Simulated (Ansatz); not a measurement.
```yaml
crystal:
  periodic: [false, false, false]
  atoms:
    - {symbol: N, position_ang: [-0.693576, 0.966672, 0.321968]}
    - {symbol: C, position_ang: [-0.144273, -0.372291, 0.641882]}
    - {symbol: Ga, position_ang: [1.246868, 0.743996, -0.384604]}
    - {symbol: B, position_ang: [-0.425908, -1.528424, -0.258246]}
    - {symbol: F, position_ang: [-1.177214, -1.331110, -1.363226]}
    - {symbol: H, position_ang: [-0.925040, 1.525143, 1.130078]}
    - {symbol: H, position_ang: [-1.476708, 0.921814, -0.317516]}
    - {symbol: H, position_ang: [0.164028, -0.487871, 1.673328]}
    - {symbol: H, position_ang: [2.206416, 1.528468, 0.559789]}
    - {symbol: H, position_ang: [1.208997, 0.658790, -1.935565]}
    - {symbol: H, position_ang: [0.016402, -2.625177, -0.067887]}
basis:
  gaussian: {orbitals: aug-cc-pVDZ}
magnetization: {spin_polarized: true, initial_magnetization: 1}
hamiltonian: {xc: {name: wB97}}
output: {forces: true}
```

```sh
$ ansatz run in.yaml --threads 4 --pin off --events-out ev --progress --plain --max-ram 10444MiB
```

Output, abridged:

```
Error: a molecule whose nuclei and cores have a total charge of 64 cannot have a net charge of 0 together with 1 unpaired electrons
```

(1) What is wrong with this run?

## Answers

(1) The number of unpaired electrons doesn't fit the electron count. The program refused the input.
